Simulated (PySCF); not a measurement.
C3H11OSSi2 (doublet state).
SMILES with atom numbers: `[CH3:1][CH:2][SiH2:3][Si@H:4]([OH:5])[S:6][CH3:7]` (hydrogens: H8, H9, H10 on C1; H11 on C2; H12, H13 on Si3; H14 on Si4; H15 on O5; H16, H17, H18 on C7)

Structure used (GFN2-xTB), in Å, numbered top down from 1:
```
atom  x, y, z in Å
C1     2.8921    0.0884    0.8494
C2     2.3257   -0.5671   -0.3520
Si3    0.5521   -0.9891   -0.5411
Si4   -0.6875    0.9562   -0.8454
O5    -0.5100    1.6829    0.6028
S6    -2.8095    0.6534   -1.2098
C7    -3.1892   -0.5174    0.1306
H8     3.7676   -0.4591    1.2093
H9     2.1620    0.1490    1.6520
H10    3.2366    1.1015    0.6186
H11    3.0121   -0.6722   -1.1801
H12    0.0662   -1.6900    0.6646
H13    0.3755   -1.8920   -1.6858
H14   -0.4048    1.9044   -1.9206
H15   -0.9745    2.4836    0.8417
H16   -2.7616   -1.4880   -0.1055
H17   -4.2703   -0.5929    0.1895
H18   -2.7911   -0.1454    1.0702
```

The hyperfine couplings belong to this conformer and change with its torsions.

Theory: PySCF 2.14.0, UKS B3LYP, pcH-1 on C H O S Si, non-relativistic, mean-field spin-orbit, GIAO. The structure is a single GFN2-xTB conformer in the gas phase; no vibrational or solvent corrections. The geometry wasn't refined by DFT: couplings that depend on bond lengths, twists or pyramidal angles can differ widely from those at the functional's own minimum. No stability test was run, so a lower SCF solution isn't excluded.

The Mulliken spin populations are largest on C2 (+0.97) and C1 (-0.08). No atom but C2 exceeds +0.15. The angles at C2 add up to 359.6°, so it is planar; its axial dipolar tensor and the negative coupling of its proton fit spin in a p orbital normal to that plane.

McConnell's relation a(H) = Q·ρ ties the coupling of a proton on a planar π carbon to the spin population of that carbon. What Q do the computed values give?

| H | C | ρ(C) | a(H) (G) | a/ρ (G) |
| --- | --- | --- | --- | --- |
| H11 | C2 | +0.973 | -19.61 | -20.1 |

One proton gives one ratio, Q = -20.1 G, and no test of linearity.

How do the β-proton couplings of this frozen conformer go with θ, the angle between the C–H bond and the normal to the plane of the spin centre's three neighbours, both seen down the bond from centre to carbon?

| β H | on | centre | θ (°) | cos²θ | a (G) |
| --- | --- | --- | --- | --- | --- |
| H8 | C1 | C2 | 36 | 0.65 | +36.68 |
| H9 | C1 | C2 | 85 | 0.01 | +0.87 |
| H10 | C1 | C2 | 26 | 0.81 | +43.63 |

Fitting the Heller–McConnell form a = ρ(B0 + B2 cos²θ), with Mulliken ρ = 0.97, gives B0 = 0.6 G and B2 = 55.6 G, with a largest miss of 1.0 G. By this fit the coupling would be 54.7 G at θ = 0° and 0.6 G at 90°.

What would the freely rotating methyl group on C1 show?

Three equal couplings, a 1:3:3:1 quartet. The mean of the three values of this geometry estimates the splitting: 27.1 G, or 75.9 MHz (three bonds 120° apart have a mean cos²θ of 1/2 at any torsion).

Couplings in gauss use g_iso = 2.0028.
